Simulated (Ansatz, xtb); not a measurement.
# CH7BGe: which of two structures lies lower

Structure I is `C[BH][GeH3]`, a singlet and structure II is a singlet given by its coordinates. Both are isolated molecules in the gas phase, relaxed with r2SCAN-D4/def2-SVP.

I (Å):

```xyz
10

C    -0.1234    0.7866    1.2732
B     0.2430   -0.5197    0.5171
Ge   -1.0271   -1.4669   -0.8053
H    -0.5037    0.3957    2.2445
H    -0.9391    1.3905    0.8490
H     0.7348    1.4243    1.5383
H     1.3089   -1.0534    0.7407
H    -0.4508   -1.3464   -2.2323
H    -2.4490   -0.8738   -0.8480
H    -1.1576   -2.9767   -0.5279
```

II (Å):

```yaml
atoms:
  - { symbol: C, position_ang: [-1.9399, -1.0055, -0.1212] }
  - { symbol: B, position_ang: [1.3227, 0.0985, 0.1967] }
  - { symbol: Ge, position_ang: [-0.5965, 0.2279, 0.5801] }
  - { symbol: H, position_ang: [0.8292, -0.8093, 1.0613] }
  - { symbol: H, position_ang: [2.0669, 0.8211, 0.8106] }
  - { symbol: H, position_ang: [1.6366, -0.4798, -0.8146] }
  - { symbol: H, position_ang: [-1.1091, 0.7269, 1.9551] }
  - { symbol: H, position_ang: [-2.2686, -1.7175, 0.6508] }
  - { symbol: H, position_ang: [-2.8218, -0.4261, -0.4388] }
  - { symbol: H, position_ang: [-1.5486, -1.5531, -0.9900] }
```

Close contacts (Å): C1–Ge3 1.95, B2–Ge3 1.96, C1–H8 1.10, C1–H9 1.10, C1–H10 1.10, B2–H4 1.35, B2–H5 1.21, B2–H6 1.21, Ge3–H4 1.83, Ge3–H7 1.55.

Energies in hartree; the thermal terms are from r2SCAN-D4/def2-SVP harmonic frequencies (ideal gas, rigid rotor, one conformer each, 298.15 K, 1 atm) and include the zero-point energy:

```
                                I            II
E, CCSD(T)/def2-TZVP  −2142.581184  −2142.573295
   zero-point energy      0.070665      0.072373
        H(298 K) − E      0.077884      0.079115
        G(298 K) − E      0.040714      0.043681
```

Question: Work out ΔE, ΔE₀, ΔH and ΔG for I → II in kcal/mol (1 Eh = 627.51 kcal/mol) and the equilibrium ratio [II]/[I].

Answer: 1. ΔE = −2142.573295 − (−2142.581184) = +0.007889 Eh = +4.95 kcal/mol.
2. ΔE₀ = ΔE + ΔZPE = +0.007889 + (+0.001708) Eh = +6.02 kcal/mol.
3. ΔH = ΔE + (+0.001231) Eh = +5.72 kcal/mol.
4. ΔG = ΔE + (+0.002967) Eh = +6.81 kcal/mol, so ΔS = (ΔH − ΔG)/T = −15.3 J/(mol K).
5. kT = 0.9442 mEh, so K = [II]/[I] = exp(−ΔG/kT) = exp(−11.50) ≈ 1.0 × 10^−5.

Structure I is favoured at this temperature. An error of 1 kcal/mol in ΔG would change K by a factor of 5.4. Mirror images and further conformers aren't counted.

Other levels gave ΔE = +5.9 (r2SCAN-D4/def2-SVP); +16.1 (HF/def2-TZVP); +3.7 (MP2/def2-TZVP) kcal/mol. The correlated steps freeze 11 core orbitals; the filled d shell of Ge is correlated, in a basis made for valence electrons. Programs: Ansatz 0.2.0.
